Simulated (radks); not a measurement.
The numbers below are computed, except where a source is named.
Kinetic energies: the exact non-interacting value of the Kohn-Sham orbitals and orbital-free approximations, as 100 (|E| - |E exact|)/|E exact|, negative where the magnitude is too small. Species: K4+ [Ne] 3s2 3p3; As3+ [Ar] 3d10 4s2; N5+ [He]; Sr+ [Kr] 5s1. Code: a radial shooting solver on a logarithmic mesh with Libxc functionals. Model: non-relativistic Kohn-Sham, PBE, spin-polarised, spherical densities, point nucleus. Every spin shell is full or empty, so the densities are truly spherical. Functionals are evaluated on that one density, not self-consistently.

| functional | K4+ | As3+ | N5+ | Sr+ |
|---|---|---|---|---|
| exact (hartree) | 593.953 | 2232.13 | 44.6597 | 3131.10 |
| Thomas-Fermi | -7.04 | -6.10 | -8.85 | -5.76 |
| von Weizsacker | -41.69 | -52.16 | 0.00 | -54.47 |
| TF + vW | +51.26 | +41.74 | +91.15 | +39.77 |
| TF + vW/9 | -0.56 | -0.78 | +2.26 | -0.70 |
| TF + vW/5 | +4.62 | +3.47 | +11.15 | +3.35 |
| LC94 | +0.14 | -0.02 | +1.80 | +0.06 |
| APBEK | +0.26 | +0.06 | +1.66 | +0.13 |
| revAPBEK | +0.59 | +0.29 | +2.55 | +0.34 |
| Perdew 92 | -0.55 | -0.77 | +2.28 | -0.69 |
| Thakkar | -0.12 | -0.51 | +2.02 | -0.48 |
| Pearson | -1.45 | -1.17 | -2.75 | -1.02 |
| LKT | +29.09 | +22.58 | +61.91 | +21.34 |
| DePristo-Kress | +0.06 | -0.12 | +2.35 | -0.06 |
